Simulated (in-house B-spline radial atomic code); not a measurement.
Configurations of Ni2+, with energies counted from [Ar] 3d8. All numbers are computed (non-relativistic M06-2X, spin-polarised, spherical fractional occupations, exact exchange averaged over the configuration; point nucleus) with a radial B-spline atomic code at the basis-set limit, not measured. Shells without spins written out take the highest spin.

Occupations are held fixed; configurations that lie above the ionisation limit could autoionise.

```tsv
configuration	E - E(ref) (eV)	highest orbital	its <r> (bohr)
[Ar] 3d7 4s1	7.034	4s up	2.304
[Ar] 3d7 4p1	13.643	4p up	2.656
[Ne] 3s2 3p5 3d9	64.128	3d down	0.9663
```

Problem. Order these further configurations by energy, lowest first.
A. [Ne] 3s2 3p5 3d8 4s1
B. [Ne] 3s2 3p5 3d8 4p1
C. [Ne] 3s2 3p5 3d8 4d1

Solution. A (71.173 eV), B (77.808 eV), C (86.197 eV).
